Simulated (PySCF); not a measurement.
Cd(Br)(SiH3) (BrCdH3Si), SMILES [Br][Cd][SiH3]. Atoms are numbered in the order given.

```xyz
6

Cd     0.0000     0.0000     0.4188
Br     0.0000     0.0000    -2.0347
Si     0.0000     0.0000     2.9143
H     -1.2220    -0.7055     3.4383
H      0.0000     1.4111     3.4383
H      1.2220    -0.7055     3.4383
```

Geometry: PBE-D3(BJ)/def2-SVP. The structure was generated by enumeration; whether it is a known compound was not checked. The def2 effective core potentials stand for the cores of Cd; spin–orbit coupling is left out.

The numbers are results of PBE-D3(BJ)/def2-SVP (PySCF), not measurements.

Frequencies are harmonic and unscaled.

Modes within 1.5 cm⁻¹ of each other (mostly degenerate sets) share a row, with their intensities summed.

Computed normal modes with their intensities:
| mode | ν (cm⁻¹) | IR (km/mol) | moving atoms (share of kinetic energy) |
|---|---|---|---|
| 1–2 | 65 | 4.4 | Cd 44 %, Si 30 %, Br 17 %, H 9 % |
| 3 | 220 | 15.6 | Br 55 %, Si 33 %, Cd 9 % |
| 4 | 317 | 14.7 | Si 45 %, Cd 40 %, Br 10 % |
| 5–6 | 445 | 4.2 | H 89 %, Si 10 % |
| 7 | 808 | 312.9 | H 91 %, Si 9 % |
| 8–9 | 903 | 67.0 | H 98 % |
| 10 | 2149 | 59.9 | H 99 % |
| 11–12 | 2169 | 131.5 | H 96 % |
